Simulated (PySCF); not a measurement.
# Hartree-Fock beside MP2: BGeH2O2 anion

Calculated results; nothing here was measured. The program is PySCF 2.14.0, an open-source quantum chemistry code, run on an isolated molecule that a program drew, which may never have been made. The molecule is BGeH2O2 anion (charge -1, singlet), drawn as the SMILES string `O=[B][GeH-][OH]`.

The geometry was optimised and harmonic frequencies were computed with HF and MP2, all in the aug-cc-pVDZ basis, for the commonest isotopes, with a restricted reference for singlets and an unrestricted one otherwise, and a frozen core in MP2. Germanium has the aug-cc-pVDZ-PP basis, with a core potential (ECP10MDF) in place of its 10 inner electrons, and its 3s, 3p and 3d shells are frozen in MP2. Each result is a local minimum of its method.

Geometry at the HF minimum:
```xyz
6
BGeH2O2 anion, angstrom
O    -2.0422    2.3409   -1.4050
B    -1.8639    1.9518   -0.2757
Ge   -1.5105    1.4232    1.8152
O    -0.1043    0.2048    1.5351
H    -2.7306    0.3705    1.7912
H    -0.3243   -0.4743    0.9216
```

Lengths of the bonds as drawn, in Å (atoms numbered as above):
```
bond,HF,MP2
O1-B2,1.208,1.244
B2-Ge3,2.186,2.169
Ge3-O4,1.882,1.938
Ge3-H5,1.612,1.619
O4-H6,0.941,0.968
```

Rotational constants, in GHz:
| constant | HF | MP2 |
|---|---|---|
| A | 10.13 | 9.615 |
| B | 2.526 | 2.508 |
| C | 2.072 | 2.039 |

Harmonic frequencies in cm^-1, each column in rising order, so a row needn't be the same motion in every method:
| rank | HF | MP2 |
|---|---|---|
| 1 | 127 | 110 |
| 2 | 259 | 234 |
| 3 | 304 | 285 |
| 4 | 327 | 323 |
| 5 | 414 | 377 |
| 6 | 571 | ? |
| 7 | 713 | 653 |
| 8 | 755 | 693 |
| 9 | 946 | 879 |
| 10 | 1809 | 1756 |
| 11 | 1961 | 1781 |
| 12 | 4193 | 3822 |

**Estimate the missing MP2 frequency from the HF column.**

A single factor s that minimises the squared misfit of MP2 against s times HF over the other rows is sum(HF x MP2) / sum(HF^2) = 0.9193, with an rms misfit of 31 cm^-1. For rank 6 it gives 0.9193 x 571 = 525 cm^-1. The calculation gives 517 cm^-1, 8 cm^-1 below the estimate. The drawn bonds are on average 1.7 % longer in MP2 than in HF.
